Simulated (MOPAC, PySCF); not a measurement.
H3Al, SMILES `[AlH3]`, neutral singlet in the gas phase. 

Z-matrix (Å, degrees):
```
Al
H 1 1.5857
H 1 1.5857 2 120.00
H 1 1.5857 2 120.00 3 179.95
```
Charge 0, spin multiplicity 1.

All levels are single points at this geometry (PBE0-D3(BJ)/def2-TZVP); Pople sets use spherical d functions. Orbital energies aren't observables, and empty levels follow the basis.

PM6 in MOPAC gives HOMO (eV) = -11.64.

**Question.** Estimate the HOMO (eV) from each of these levels: PBE-D3(BJ)/def2-TZVP in PySCF; PBE0-D3(BJ)/def2-TZVP in PySCF; ωB97X-D3(BJ)/def2-TZVP in PySCF; B3LYP/6-311+G** in PySCF; B3LYP/6-31G* in PySCF; M06-2X/6-31G* in PySCF; PBE/6-31G* in PySCF; HF/3-21G in PySCF.

**Answer.** 
| level | HOMO (eV) |
|---|---|
| PBE-D3(BJ)/def2-TZVP in PySCF | -7.30 |
| PBE0-D3(BJ)/def2-TZVP in PySCF | -8.58 |
| ωB97X-D3(BJ)/def2-TZVP in PySCF | -11.14 |
| B3LYP/6-311+G** in PySCF | -8.40 |
| B3LYP/6-31G* in PySCF | -8.36 |
| M06-2X/6-31G* in PySCF | -9.68 |
| PBE/6-31G* in PySCF | -7.28 |
| HF/3-21G in PySCF | -11.63 |
